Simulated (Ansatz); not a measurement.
Consider the formal exchange of groups at a C–S bond: `NCSCF` + `BCl` → `FCBCl` + `NCS`.

Computed with Ansatz on PBE0-D4/def2-TZVP structures; ΔE is electronic, products minus reactants. CCSD(T)/CBS is the MP2 limit (def2-TZVPP, def2-QZVPP) plus CCSD(T) − MP2 in def2-TZVPP, frozen cores. This one scheme is used for every species. Functionals use def2-TZVPP. B3LYP here is the variant with VWN-RPA as its local correlation; programs differ in this. Each species was taken in one conformer, which may not be the lowest.

`NCSCF`:

Cartesian coordinates in Å:
```
N -1.414 0.386 -1.503
C -0.442 -0.297 -0.691
S -0.636 0.298 1.020
C 0.995 -0.038 1.642
F 1.949 0.847 1.174
H -1.160 1.356 -1.641
H -1.514 -0.057 -2.406
H -0.649 -1.369 -0.722
H 0.607 -0.134 -0.969
H 1.322 -1.044 1.368
H 0.943 0.052 2.729
```

`BCl`:

Cartesian coordinates in Å:
```
B 0.152 0.009 -0.010
Cl -1.574 -0.098 0.101
H 0.799 -0.390 0.906
H 0.623 0.478 -0.997
```

`FCBCl`:

Cartesian coordinates in Å:
```
F 0.199 -1.645 -0.536
C -0.425 -0.429 -0.351
B 0.397 0.645 0.420
Cl 1.995 0.332 1.008
H -0.706 -0.024 -1.335
H -1.375 -0.599 0.178
H -0.084 1.720 0.616
```

`NCS`:

Cartesian coordinates in Å:
```
N 0.617 0.868 -0.401
C -0.301 0.089 0.396
S -1.388 -0.953 -0.609
H 1.157 1.492 0.189
H 1.267 0.269 -0.895
H -0.976 0.771 0.918
H 0.159 -0.556 1.154
H -0.534 -1.979 -0.752
```

```csv
level,ΔE (kJ/mol),difference from CCSD(T)/CBS
r2SCAN-D4,-35.4,-2.3
PBE0-D4,-36.2,-3.1
B3LYP-D4,-34.7,-1.6
ωB97M-V,-35.6,-2.5
B2PLYP,-34.2,-1.1
PBE,-35.5,-2.4
r2SCAN,-35.9,-2.8
B3LYP,-36.6,-3.5
HF/def2-TZVPP,-36.4,-3.3
MP2/def2-TZVPP,-31.5,1.6
SCS-MP2/def2-TZVPP,-31.0,2.1
CCSD/def2-TZVPP,-36.3,-3.2
CCSD(T)/def2-TZVPP,-34.0,-0.9
SCS-MP2/def2-QZVPP,-30.7,2.4
MP2/CBS(def2),-30.7,2.4
CCSD/CBS(def2),-35.4,-2.3
CCSD(T)/CBS,-33.1,0
```

Largest T1 diagnostic among the species: 0.012.
